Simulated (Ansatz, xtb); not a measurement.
## Relative energy of two isomers of C3H5F3Si

Structure X: `C=C([SiH3])C(F)(F)F`, a singlet. Structure Y: `FC(F)(F)[C@@H]1C[SiH2]1`, a singlet. Both are isolated molecules in the gas phase, relaxed with B3LYP/def2-SVP.

Quicker runs give these differences E(Y) − E(X): GFN2-xTB +8.4 kcal/mol; HF/STO-3G +5.8 kcal/mol (at GFN2-xTB geometries); r2SCAN-D4/def2-SVP +2.2 kcal/mol (at GFN2-xTB geometries).

Estimate E(Y) − E(X) at the level CCSD(T)/def2-SVP + ΔMP2/def2-TZVPP.

Calculated at CCSD(T)/def2-SVP + ΔMP2/def2-TZVPP: E(Y) − E(X) = +6.1 kcal/mol, so structure X lies lower.

How the difference moves with the method:

```json
{"level": "GFN2-xTB", "geometry": "GFN2-xTB", "E(Y) − E(X) (kcal/mol)": "+8.4", "departure from the last row (kcal/mol)": "+2.3", "job, with rough time for the two": "optimisation, 0.29 s"}
{"level": "HF/STO-3G", "geometry": "GFN2-xTB", "E(Y) − E(X) (kcal/mol)": "+5.8", "departure from the last row (kcal/mol)": "−0.3", "job, with rough time for the two": "single point, 0.64 s"}
{"level": "r2SCAN-D4/def2-SVP", "geometry": "GFN2-xTB", "E(Y) − E(X) (kcal/mol)": "+2.2", "departure from the last row (kcal/mol)": "−3.9", "job, with rough time for the two": "single point, 4.3 s"}
{"level": "B3LYP/def2-SVP", "geometry": "B3LYP/def2-SVP", "E(Y) − E(X) (kcal/mol)": "+6.8", "departure from the last row (kcal/mol)": "+0.6", "job, with rough time for the two": "optimisation, 88 s"}
{"level": "HF/def2-SVP", "geometry": "B3LYP/def2-SVP", "E(Y) − E(X) (kcal/mol)": "+11.4", "departure from the last row (kcal/mol)": "+5.3", "job, with rough time for the two": "part of the CCSD(T) run"}
{"level": "MP2/def2-SVP", "geometry": "B3LYP/def2-SVP", "E(Y) − E(X) (kcal/mol)": "+4.8", "departure from the last row (kcal/mol)": "−1.3", "job, with rough time for the two": "part of the CCSD(T) run"}
{"level": "CCSD(T)/def2-SVP", "geometry": "B3LYP/def2-SVP", "E(Y) − E(X) (kcal/mol)": "+7.5", "departure from the last row (kcal/mol)": "+1.3", "job, with rough time for the two": "single point"}
{"level": "CCSD(T)/def2-SVP + ΔMP2/def2-TZVPP", "geometry": "B3LYP/def2-SVP", "E(Y) − E(X) (kcal/mol)": "+6.1", "departure from the last row (kcal/mol)": "", "job, with rough time for the two": "single point, 61 s"}
```

As drawn, Y has 1 C–C, 1 C–Si, 1 C–H in place of 1 C=C, 1 Si–H. Structure X has no ring, Y a 3-membered ring.

None of the levels shown reverses the order. The largest departure from CCSD(T)/def2-SVP + ΔMP2/def2-TZVPP is that of HF/def2-SVP, 5.3 kcal/mol. The last row adds to CCSD(T) the change of the MP2 difference between the two basis sets, here −1.3 kcal/mol.

With thermal terms from frequencies at re-optimised GFN2-xTB minima (ideal gas, soft modes damped towards free rotors, one conformer each, 298.15 K, 1 atm): on the last row, ΔE + ΔZPE = +8.5, ΔH = +8.0, ΔG = +9.3 kcal/mol.

The correlated steps freeze 11 core orbitals. Mirror images aren't counted in ΔG. Programs: Ansatz 0.2.0, xtb 6.7.1; the last row on 2 threads of Intel(R) Xeon(R) Processor on a shared host.
